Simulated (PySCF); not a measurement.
Run times: caesium in even-tempered 20s15p10d4f4g

Measured wall times of calculations with PySCF 2.14 in an uncontracted even-tempered set (20 s from 0.68 bohr⁻², ratio 2.5; 15 p from 0.88 bohr⁻², ratio 2.5; 10 d from 0.88 bohr⁻², ratio 2.5; 4 f from 4.2 bohr⁻², ratio 2.7; 4 g from 6.4 bohr⁻², ratio 2.7), with the spin-free X2C one-electron Hamiltonian (Gaussian nucleus), run from one Python driver. Hardware: 2 threads of Neoverse-V1 on a shared host, 2.6 GiB allowed. The two-electron integrals over 179 functions were computed once and kept in memory (2 CPU seconds with the set-up); the times below exclude them. Kohn-Sham runs start from converged Hartree-Fock orbitals.

Launch command (the driver calls PySCF for each step listed in the task file):

```bash
OMP_NUM_THREADS=2 python atomrun2.py TASK.json OUT
```

```tsv
species	step	iterations	wall time (s)
Cs¹⁵⁺ [Kr] 4d4	UHF with spin-orbit constants	5	19
Cs¹⁵⁺ [Kr] 4d4	LDA	6	2.4
Cs¹⁵⁺ [Kr] 4d4	PBE	5	2.7
Cs¹⁵⁺ [Kr] 4d4	PBE0	5	6.3
Cs¹⁵⁺ [Kr] 4d4	r2SCAN	5	7
Cs¹⁵⁺ [Kr] 4d4	MP2 (12 electrons)		3.5
Cs¹⁶⁺ [Kr] 4d3	UHF with spin-orbit constants	5	18
Cs¹⁶⁺ [Kr] 4d3	LDA	5	2.1
Cs¹⁶⁺ [Kr] 4d3	PBE	5	2.7
Cs¹⁶⁺ [Kr] 4d3	PBE0	5	6.3
Cs¹⁶⁺ [Kr] 4d3	r2SCAN	5	7
Cs¹⁶⁺ [Kr] 4d3	MP2 (11 electrons)		3.5
```

Peak memory of the process: 1.5 GiB. Times on a shared host vary from run to run.
